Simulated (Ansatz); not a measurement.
# A geometry optimisation of AlF2H3O4Si with PBE0-D4/def2-SVP

The starting geometry of this gas-phase singlet was optimised with GFN2-xTB; its bonds are those of `O[Si](O)(O)[O][Al]([F])[F]`.

```xyz
11

Al   -2.0188    1.1912   -0.0855
F    -2.7373    1.5268   -1.5224
F    -2.6874    1.7427    1.3084
O     0.8991   -1.3578    1.4018
O     1.8552    0.6968   -0.0858
O     0.8928   -1.6097   -1.1369
O    -0.6556    0.2830   -0.0406
Si    0.7748   -0.5074    0.0360
H     0.4737   -1.0558    2.1992
H     2.7862    0.4925   -0.0699
H     0.4826   -1.4593   -1.9837
```

Question: Where would you expect an optimisation with PBE0-D4/def2-SVP to take it?

Answer: New bonds form, giving a structure given below by its coordinates. Contacts that close: Al1–O5 (3.91 → 1.92 Å), Al1–Si8 (3.27 → 2.61 Å).

The energy falls by 0.81 eV over 38 steps:

```csv
step,E − E(last) (eV)
1,0.814
5,0.718
9,0.705
13,0.705
17,0.705
22,0.702
26,0.576
30,0.022
34,0.005
38,0.000
```

Final geometry (Å):

```xyz
11

Al   -1.2935    1.1401   -0.0736
F    -1.7480    1.7675   -1.5429
F    -1.7298    1.9928    1.2833
O     1.1395   -1.4027    1.3986
O     0.6136    0.8966   -0.0692
O     1.1103   -1.5977   -1.1861
O    -1.2108   -0.6294    0.0663
Si    0.3906   -0.8460    0.0652
H     0.7112   -1.2291    2.2423
H     1.4247    1.4106   -0.1294
H     0.6575   -1.5597   -2.0339
```

No frequencies were run, so the end isn't proven a minimum. Run with Ansatz 0.2.0, 2.3 min on 2 threads of Arm Neoverse V1 (shared host).
